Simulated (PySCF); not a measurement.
ClGeHS, neutral, multiplicity 1.

```xyz
4

Ge     0.7484     0.0137     0.0000
Cl    -0.7005     1.6557     0.0000
S     -0.7637    -1.6250     0.0000
H      0.1797    -2.5844     0.0000
```
Charge 0, spin multiplicity 1.

The structure is a stationary point at PBE0-D3(BJ)/def2-TZVP. Other conformers were not sampled.

Method: PySCF with KT2/pcSseg-2. Non-relativistic, no solvent.

Q: Give the absolute GIAO shielding of each atom: isotropic value and principal components (ppm). (The exact figures need the calculation; the answer reports its results.)

A: 
| atom | σ(iso) | σ11 | σ22 | σ33 | span |
|---|---|---|---|---|---|
| Ge1 | 624.1 | -290.6 | 995.5 | 1167.4 | 1458.0 |
| Cl2 | 502.4 | -29.1 | 645.6 | 890.7 | 919.8 |
| S3 | 226.2 | -479.2 | 532.1 | 625.7 | 1105.0 |
| H4 | 26.0 | 23.9 | 24.1 | 30.0 | 6.1 |
